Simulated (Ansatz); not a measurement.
One change: `C=C[Si](O)(Cl)O[SiH3]` becomes `C=C[Si](O)(O)O[SiH3]`.

Ansatz, PBE0-D4/def2-TZVP geometries, multiplicity 1. Each molecule was computed in one conformer, which needn't be the lowest.

```csv
property,`C=C[Si](O)(Cl)O[SiH3]`
size of the dipole moment (ωB97M-V/def2-TZVPP) / D,0.60
HOMO energy (B3LYP/def2-TZVPP) / eV,-8.04
HOMO energy (PBE/def2-TZVPP) / eV,-7.14
size of the dipole moment (B3LYP/def2-TZVPP) / D,0.60
LUMO energy (B3LYP/def2-TZVPP) / eV,-0.97
LUMO energy (PBE/def2-TZVPP) / eV,-1.78
```

Q: What does the change do to each property? (An estimate is asked.)

A: Ansatz gave: 
```
                                          property  `C=C[Si](O)(O)O[SiH3]`  shift
size of the dipole moment (ωB97M-V/def2-TZVPP) / D                    1.26   0.66
               HOMO energy (B3LYP/def2-TZVPP) / eV                   -7.79   0.25
                 HOMO energy (PBE/def2-TZVPP) / eV                   -6.88   0.26
  size of the dipole moment (B3LYP/def2-TZVPP) / D                    1.25   0.65
               LUMO energy (B3LYP/def2-TZVPP) / eV                   -0.64   0.33
                 LUMO energy (PBE/def2-TZVPP) / eV                   -1.45   0.33
```

With PBE0 the HOMO rises by 0.25 eV and the LUMO rises by 0.33 eV, so the gap widens by about 0.08 eV. PBE moves the HOMO by 0.26 eV and ωB97M-V by 0.23 eV. Dipoles are sizes alone; their direction can turn.

B3LYP here is the variant with VWN-RPA as its local correlation; programs differ in this.
